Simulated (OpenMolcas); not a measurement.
**Computed levels of O3+**

```
Program             : OpenMolcas
Method              : SS-CASPT2, IPEA 0.25 Eh, imaginary shift 0.1 Eh (closed shells correlated: 1s 2s)
Basis               : ANO-RCC-VTZP [4s3p2d1f]
Scalar Hamiltonian  : DKH2, point nucleus
Active space        : 1 electron in 3 orbitals (2p)
State averaging     : 2S+1 = 2 odd, 3 roots
Spin-orbit coupling : RASSI with atomic mean-field integrals over the reference wave functions, term energies averaged over their components
```

Spin-free terms above the lowest, with the occupations of the reference:

| Configuration | Term | E (cm-1) | Occupations |
| --- | --- | --- | --- |
| 2s2 2p | 2P* | 0.0 | 2p 1.00 |

With spin-orbit coupling, above the lowest level:

```tsv
Configuration	Term	J	E (cm-1)	Measured (cm-1)	Term weight %
2s2 2p	2P*	1/2	0.0	0.0	100
2s2 2p	2P*	3/2	394	386	100
```

Against the measured value (Moore, Selected Tables of Atomic Spectra, NSRDS-NBS 3, section 10): 2s2 2p 2P* 3/2: computed 394, measured 386 cm-1 (+2.0 %).

Spin-orbit coupling puts the lowest level 262 cm-1 below the lowest spin-free term.

With one active electron, CASPT2 adds the correlation within the correlated inactive shells and between them and that electron, and leaves the splitting within a term as the reference gives it. Computed and measured levels are paired by configuration, term and J; levels that our copy of the source lacks, or whose pairing is in doubt (as where it misses far off the trend of its configuration), stay unpaired and out of the deviations. Only configurations of the active space appear.

The term weight is that of the spin-free term in the level, not the purity of its configuration. * marks odd parity.
